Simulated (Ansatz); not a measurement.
Program: Ansatz 0.2.0.

Basis-set series for C3H7BO, SMILES `CC1CB1O`. Total charge 0; spin multiplicity 1. Geometry: relaxed with PBE0-D4/def2-TZVP. It is one conformer, not always the lowest.

```
functional       basis  functions  energy (Eh)  HOMO (eV)  LUMO (eV)
   PBE0-D4    def2-SVP        105   -218.19822      -6.72       0.31
   PBE0-D4  def2-QZVPP        495   -218.45419      -6.83       0.04
   ωB97M-V    def2-SVP        105   -218.34367      -8.99       2.41
   ωB97M-V  def2-QZVPP        495   -218.60947      -9.11       1.21
```

(1) Give the rows for def2-TZVPP. (Best estimate.)

## Answers

(1) The calculation gave: 
```json
{"functional": "PBE0-D4", "basis": "def2-TZVPP", "functions": "253", "energy (Eh)": "-218.44175", "HOMO (eV)": "-6.81", "LUMO (eV)": "0.12"}
{"functional": "ωB97M-V", "basis": "def2-TZVPP", "functions": "253", "energy (Eh)": "-218.59773", "HOMO (eV)": "-9.10", "LUMO (eV)": "1.96"}
```

Positive LUMOs are unbound and depend on the basis.
